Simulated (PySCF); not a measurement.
From one molecule to another.

First species: C6H11N.
Cartesian coordinates in Å at the GFN2-xTB level; atoms count from 1:
```xyz
18
C6H11N angstrom
C     -1.6131   -1.5768    0.5920
C     -1.8425   -0.2697    0.5298
C     -0.9897    0.7350   -0.0920
C     -1.3632    2.0139   -0.1064
C      0.3229    0.3066   -0.6917
N      1.3086    0.0835    0.3561
C      2.5504   -0.4574   -0.1494
H     -0.7421   -2.0420    0.1620
H     -2.3053   -2.2437    1.0772
H     -2.7476    0.1238    0.9760
H     -2.2943    2.3381    0.3281
H     -0.7502    2.7784   -0.5512
H      0.7098    1.1008   -1.3379
H      0.1687   -0.5898   -1.3208
H      0.9191   -0.5382    1.0589
H      3.2341   -0.6154    0.6830
H      2.9948    0.2682   -0.8320
H      2.4307   -1.4089   -0.6935
```

Second species: C₃H₅FO₂.
Numbering: `[CH3:1][O:2][C@@H:3]1[O:4][C@@H:5]1[F:6]` (hydrogens: H7, H8, H9 on C1; H10 on C3; H11 on C5)

Levels: wB97X-D/def2-SVPD for dipole moment, HOMO energy, LUMO energy, HOMO–LUMO gap, static isotropic polarisability and electronic spatial extent ⟨r²⟩ about the centre of nuclear charge; TDDFT wB97X-D/def2-SVPD for lowest singlet excitation; TDA wB97X-D/def2-SVPD for lowest triplet excitation (Tamm–Dancoff); GFN2-xTB for rotational constant A and rotational constant C. Geometries: GFN2-xTB. All species are isolated and taken at one optimised geometry, non-relativistic unless stated; the electronic structure was computed with PySCF and density fitting.

The conformers computed, where there is a choice (atom-mapped SMILES and torsion angles):
- `[CH2:1]=[CH:2][C:3](=[CH2:4])[CH2:5][NH:6][CH3:7]`: C1–C2–C3–C4 178°, C2–C3–C5–N6 -77°, C3–C5–N6–C7 174°
- `[CH3:1][O:2][C@@H:3]1[O:4][C@@H:5]1[F:6]`: C1–O2–C3–O4 -78°

Values for the first species:

```
Dipole moment                                                     : 0.84 D
HOMO energy                                                       : -8.28 eV
LUMO energy                                                       : 0.84 eV
HOMO–LUMO gap                                                     : 9.12 eV
Lowest singlet excitation                                         : 5.14 eV
Lowest triplet excitation (Tamm–Dancoff)                          : 3.34 eV
Static isotropic polarisability                                   : 85.3 au
Electronic spatial extent ⟨r²⟩ about the centre of nuclear charge : 946 bohr²
Rotational constant A                                             : 3.767 GHz
Rotational constant C                                             : 1.336 GHz
```

(1) Estimate the same properties for the second species, and the change in each.

## Answers

(1) 
| property | first | second | second less first |
| --- | --- | --- | --- |
| dipole moment | 0.84 D | 2.62 D | +1.78 D |
| HOMO energy | -8.28 eV | -10.33 eV | -2.05 eV |
| LUMO energy | 0.84 eV | 2.35 eV | +1.51 eV |
| HOMO–LUMO gap | 9.12 eV | 12.68 eV | +3.56 eV |
| lowest singlet excitation | 5.14 eV | 8.39 eV | +3.25 eV |
| lowest triplet excitation (Tamm–Dancoff) | 3.34 eV | 8.25 eV | +4.91 eV |
| static isotropic polarisability | 85.3 au | 44.6 au | -40.7 au |
| electronic spatial extent ⟨r²⟩ about the centre of nuclear charge | 946 bohr² | 562 bohr² | -384 bohr² |
| rotational constant A | 3.767 GHz | 8.191 GHz | +4.424 GHz |
| rotational constant C | 1.336 GHz | 2.214 GHz | +0.878 GHz |

On the first: The 8 singlets span 5.14 to 7.53 eV, and their oscillator strengths add up to 0.64.

On the second: The vertical singlet–triplet gap S1 − T1 is 0.14 eV (TDDFT singlet less Tamm–Dancoff triplet; S1: HOMO→LUMO, weight 0.73; T1: HOMO→LUMO, weight 0.63). S1 lies 4.29 eV below the HOMO–LUMO gap; its leading configuration is HOMO→LUMO, weight 0.73.
